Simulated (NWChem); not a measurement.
The numbers come from NWChem runs, not from measurements. System: CH5Al, charge 1, spin multiplicity 2, at the geometry of a parent with another charge or spin, in a state set for the comparison that need not be this species' ground state. Its SCF solution wasn't tested for a lower state.

The NWChem input:

```
start mol
memory heap 200 mb stack 900 mb global 1100 mb
charge 1
geometry units angstroms nocenter noautoz noautosym
  Al     0.010838    -0.350084    -0.629615
  H     -1.340130    -0.494073    -1.484584
  H      1.369569    -0.963636    -1.224321
  C     -0.013329     0.594888     1.094378
  H     -0.068141     1.693250     0.918911
  H      0.888450     0.408786     1.712395
  H     -0.910663     0.337444     1.696328
end
basis spherical
  * library def2-tzvp
end
dft
  xc b3lyp
  odft
  mult 2
  semidirect memsize 60000000 filesize 0
  iterations 100
end
task dft energy
```

The output up to the point where the run's verdict is printed (cleaned and shortened):

```
             Northwest Computational Chemistry Package (NWChem) 7.3.0
             --------------------------------------------------------

                                NWChem Input Module
                                -------------------

 Scaling coordinates for geometry "geometry" by  1.889725989
 (inverse scale =  0.529177249)

                             Geometry "geometry" -> ""
                             -------------------------

 Output coordinates in angstroms (scale by  1.889725989 to convert to a.u.)

  No.       Tag          Charge          X              Y              Z
 ---- ---------------- ---------- -------------- -------------- --------------
    1 Al                  13.0000     0.01083800    -0.35008400    -0.62961500
    2 H                    1.0000    -1.34013000    -0.49407300    -1.48458400
    3 H                    1.0000     1.36956900    -0.96363600    -1.22432100
    4 C                    6.0000    -0.01332900     0.59488800     1.09437800
    5 H                    1.0000    -0.06814100     1.69325000     0.91891100
    6 H                    1.0000     0.88845000     0.40878600     1.71239500
    7 H                    1.0000    -0.91066300     0.33744400     1.69632800

 Effective nuclear repulsion energy (a.u.)      50.1084298698

            Nuclear Dipole moment (a.u.)
            ----------------------------
        X                 Y               Z
 ---------------- ---------------- ----------------
     0.0000094486     0.0000132281     0.0000037795


 Summary of "ao basis" -> "" (spherical)
 ------------------------------------------------------------------------------
       Tag                 Description            Shells   Functions and Types
 ---------------- ------------------------------  ------  ---------------------
 *                         def2-tzvp                  on all atoms

                                 NWChem DFT Module
                                 -----------------

 Summary of "ao basis" -> "ao basis" (spherical)
 ------------------------------------------------------------------------------
[...]
 d= 0,ls=0.5,diis    75   -283.1920161474 -1.48D-04  2.02D-05  7.34D-04   111.8
                                                     7.71D-05  5.92D-04
 d= 0,ls=0.5,diis    76   -283.1922637360 -2.48D-04  3.86D-05  5.32D-04   113.0
                                                     8.30D-05  4.56D-04
 d= 0,ls=0.5,diis    77   -283.1923867984 -1.23D-04  4.94D-05  5.49D-04   114.2
                                                     8.59D-05  4.64D-04
 d= 0,ls=0.5,diis    78   -283.1924832617 -9.65D-05  3.31D-05  5.99D-04   115.4
                                                     8.11D-05  4.93D-04
 d= 0,ls=0.5,diis    79   -283.1926135681 -1.30D-04  2.99D-05  5.76D-04   116.6
                                                     7.96D-05  4.78D-04
 d= 0,ls=0.5,diis    80   -283.1927449852 -1.31D-04  1.06D-05  5.49D-04   117.8
                                                     7.12D-05  4.55D-04
 d= 0,ls=0.5,diis    81   -283.1929228845 -1.78D-04  7.50D-05  4.25D-04   119.0
                                                     1.00D-04  3.68D-04
 d= 0,ls=0.5,diis    82   -283.1929411794 -1.83D-05  7.74D-05  6.27D-04   120.2
                                                     1.06D-04  5.07D-04
 d= 0,ls=0.5,diis    83   -283.1929324838  8.70D-06  2.29D-05  8.67D-04   121.4
                                                     8.19D-05  6.70D-04
 d= 0,ls=0.5,diis    84   -283.1931029107 -1.70D-04  1.30D-05  7.39D-04   122.6
                                                     7.53D-05  5.90D-04
 d= 0,ls=0.5,diis    85   -283.1932759334 -1.73D-04  1.23D-05  6.17D-04   123.9
                                                     7.34D-05  5.05D-04
 d= 0,ls=0.5,diis    86   -283.1934260800 -1.50D-04  3.06D-05  5.35D-04   125.1
                                                     8.07D-05  4.45D-04
 d= 0,ls=0.5,diis    87   -283.1935287701 -1.03D-04  1.24D-05  5.44D-04   126.3
                                                     7.19D-05  4.47D-04
 d= 0,ls=0.5,diis    88   -283.1936906024 -1.62D-04  2.65D-05  4.32D-04   127.5
                                                     7.79D-05  3.67D-04
 d= 0,ls=0.5,diis    89   -283.1937958304 -1.05D-04  1.72D-05  4.32D-04   128.7
                                                     6.68D-05  3.63D-04
 d= 0,ls=0.5,diis    90   -283.1939595718 -1.64D-04  4.52D-05  3.06D-04   129.9
                                                     8.47D-05  2.75D-04
 d= 0,ls=0.5,diis    91   -283.1940222925 -6.27D-05  1.97D-05  3.85D-04   131.1
                                                     7.44D-05  3.25D-04
 d= 0,ls=0.5,diis    92   -283.1941307201 -1.08D-04  3.88D-05  3.58D-04   132.3
                                                     8.43D-05  3.05D-04
 d= 0,ls=0.5,diis    93   -283.1942154997 -8.48D-05  1.27D-05  3.94D-04   133.5
                                                     6.56D-05  3.26D-04
 d= 0,ls=0.5,diis    94   -283.1943539723 -1.38D-04  1.47D-05  2.97D-04   134.7
                                                     6.87D-05  2.61D-04
 d= 0,ls=0.5,diis    95   -283.1944567645 -1.03D-04  6.51D-05  2.75D-04   135.9
                                                     9.54D-05  2.44D-04
 d= 0,ls=0.5,diis    96   -283.1944891374 -3.24D-05  1.78D-05  4.12D-04   137.1
                                                     7.44D-05  3.33D-04
 d= 0,ls=0.5,diis    97   -283.1946105927 -1.21D-04  2.99D-05  3.53D-04   138.2
                                                     5.44D-05  2.96D-04
 d= 0,ls=0.5,diis    98   -283.1947652107 -1.55D-04  1.78D-05  2.07D-04   139.4
                                                     4.94D-05  1.95D-04
 d= 0,ls=0.5,diis    99   -283.1948847628 -1.20D-04  1.36D-04  1.22D-04   140.6
                                                     1.30D-04  1.29D-04
 d= 0,ls=0.5,diis   100   -283.1948233865  6.14D-05  6.00D-05  4.69D-04   141.7
                                                     1.00D-04  3.51D-04
```

Convergence was not reached. The next line reads: Calculation failed to converge. NWChem stopped with the message: dft energy failed.
